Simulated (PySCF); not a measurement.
Compound: C₆H₈F₂.
SMILES with atom numbers: `[CH2:1]=[CH:2][C:3](=[CH2:4])[C@@H:5]([F:6])[CH2:7][F:8]` (hydrogens: H9, H10 on C1; H11 on C2; H12, H13 on C4; H14 on C5; H15, H16 on C7)

Level of theory: PySCF, PBE0-D3(BJ)/def2-SVP geometry optimisation, gas phase.

What internal coordinates does the optimisation give?

```
  bond  length (Å)
 C1=C2       1.341
 C2–C3       1.463
 C3=C4       1.342
 C3–C5       1.508
 C5–F6       1.374
 C5–C7       1.512
 C7–F8       1.367
 C1–H9       1.092
C1–H10       1.093
C2–H11       1.096
C4–H12       1.093
C4–H13       1.091
C5–H14       1.105
C7–H15       1.103
C7–H16       1.102
```

A selection of angles:
```
   angle  degrees
C1–C2–C3    127.1
C2–C3–C4    121.0
C2–C3–C5    119.3
C4–C3–C5    119.7
C3–C5–F6    110.6
C3–C5–C7    111.5
F6–C5–C7    108.2
C5–C7–F8    110.4
```

Torsions: C1–C2–C3–C4 177° (antiperiplanar); C2–C3–C5–F6 162° (antiperiplanar); C3–C5–C7–F8 170° (antiperiplanar).

The 5 C–C bonds span 1.341 Å (C1=C2, drawn double) to 1.512 Å (C5–C7, drawn single), a spread of 0.171 Å. Of the pairs four or more bonds apart, F6···H13 is among the closest relative to their van der Waals radii: 2.33 Å, 87 % of the sum of Bondi's values.

Point group: C1 (no symmetry element, even within 0.4 Å). Stationary, but not proved a minimum. One conformer, not necessarily the lowest.
